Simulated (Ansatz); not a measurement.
C₃H₁₀Si (SMILES C[SiH](C)C), singlet, geometry from GFN2-xTB; WB97X/6-31G* (Ansatz, an electronic-structure program).

Input for Ansatz:
Ansatz 0.2 input:
```yaml
crystal:
  periodic: [false, false, false]
  atoms:
    - {symbol: Si, position_ang: [0.04227581, 0.17410565, 0.35767998]}
    - {symbol: C, position_ang: [-0.94677323, 1.32330318, -0.79306653]}
    - {symbol: C, position_ang: [1.75998590, -0.15337865, -0.39419538]}
    - {symbol: C, position_ang: [-0.88714883, -1.47441790, 0.56171541]}
    - {symbol: H, position_ang: [0.19817869, 0.81616493, 1.67671672]}
    - {symbol: H, position_ang: [-1.08207267, 0.88244973, -1.77698739]}
    - {symbol: H, position_ang: [-1.93349276, 1.53106784, -0.39013129]}
    - {symbol: H, position_ang: [-0.44225768, 2.27526120, -0.92863343]}
    - {symbol: H, position_ang: [2.35085242, -0.80627152, 0.24121477]}
    - {symbol: H, position_ang: [1.68499224, -0.62713212, -1.36922950]}
    - {symbol: H, position_ang: [2.31726365, 0.76979478, -0.52198718]}
    - {symbol: H, position_ang: [-1.02111986, -1.97760373, -0.39202130]}
    - {symbol: H, position_ang: [-1.87270611, -1.32118853, 0.99105908]}
    - {symbol: H, position_ang: [-0.34788226, -2.15306147, 1.21575889]}
basis:
  gaussian:
    orbitals: 6-31G*
hamiltonian:
  xc: {name: wB97X}
accuracy: high
```

### Question
Write the output that Ansatz gives for this input, abridged.

### Answer

```
Functional definition: wB97X
2076 factors; integrals over basis functions are off by at most 3.7e-9 eV
399 factors; integrals over basis functions are off by at most 1.5e-9 eV
mean field evaluation 1: about -11147.3229 eV, gradient 4.1e1 eV
mean field evaluation 2: about -11149.4445 eV, gradient 2.7e1 eV
mean field evaluation 4: about -11151.1314 eV, gradient 2.1e-1 eV
mean field evaluation 8: about -11151.2787 eV, gradient 9.7e-3 eV
mean field evaluation 16: about -11151.2787 eV, gradient 1.3e-6 eV
mean field -11151.27871479 eV, -409.8019341604 hartree, gradient 2.0e-8 eV, S^2 0.000000; 0 other end points of the search recorded, 0 dependent functions left out
reference -11151.27871204 eV, -409.8019340591 hartree; 21, 21 occupied and 63, 63 virtual orbitals, 2076 factors
Total energy: -11151.27871204 eV, -409.8019340591 hartree
```
